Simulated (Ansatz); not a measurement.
Molecule: CBF2O (charge -1, singlet). It need not be the lowest isomer of its formula. Whether it binds its extra electron was not tested at this geometry. SMILES: O=[C-]B(F)F
Geometry from a B3LYP-D3(BJ)/def2-TZVP (Ansatz, a program for electronic structure) optimisation:
```
B
F 1 1.3992
F 1 1.3992 2 113.22
C 1 1.4311 2 123.39 3 -180.00
O 4 1.2099 3 152.04 1 180.00
```
Charge -1, spin multiplicity 1.

Parts of the frozen-core correlation energy in cc-pVDZ (Ansatz, hartree). Frozen orbitals: 5; correlated occupied orbitals by spin: 14 and 14; virtual: 51 and 51. No spin-orbit coupling. No relativistic terms. The restricted reference is unstable.

```json
[
 {"term": "reference (HF)", "value": "-336.36947"},
 {"term": "MP2 opposite-spin", "value": "-0.54954"},
 {"term": "MP2 same-spin", "value": "-0.20672"},
 {"term": "CCSD correlation", "value": "-0.77132"},
 {"term": "(T)", "value": "-0.02045"},
 {"term": "T1 diagnostic", "value": "0.016"},
 {"term": "largest doubles amplitude", "value": "0.090"}
]
```
